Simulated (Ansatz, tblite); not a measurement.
Cost and result up the ladder for Ge(CCH)2H2 (C₄H₄Ge) (9 atoms). The state is a singlet with charge 0. Geometry: PBE0-D4/def2-SVP.

```xyz
9

Ge    0.975    0.076    0.178
C     0.131    0.388   -1.494
C    -0.406    0.586   -2.566
H    -0.881    0.760   -3.516
C    -0.348   -0.407    1.452
C    -1.190   -0.710    2.274
H    -1.936   -0.980    3.001
H     1.676    1.359    0.639
H     1.979   -1.073    0.030
```

Ansatz on 2 threads of Intel Xeon 6975P-C on a shared host; xTB runs through tblite on one thread. Times are rough, summed over both states, and most runs start from the orbitals of an earlier one. PBE0-D4/def2-TZVP serves as the yardstick here, not as an exact answer. The other state is a doublet.

The xTB rows come from tblite.

Raw xTB energies of ions are shifted by several eV.

| level | functions | wall time | vertical IE (eV) | difference from PBE0-D4/def2-TZVP (eV) |
| --- | --- | --- | --- | --- |
| GFN2-xTB | 29 | 0.01 s | 14.20 | 4.18 |
| GFN1-xTB | 33 | 0.018 s | 15.17 | 5.16 |
| PBE-D4/def2-TZVP | 196 | 7.3 s | 9.64 | -0.38 |
| PBE0-D4/def2-TZVP | 196 | 17 s | 10.02 | 0.00 |
| r2SCAN-D4/def2-TZVP | 196 | 21 s | 9.74 | -0.28 |
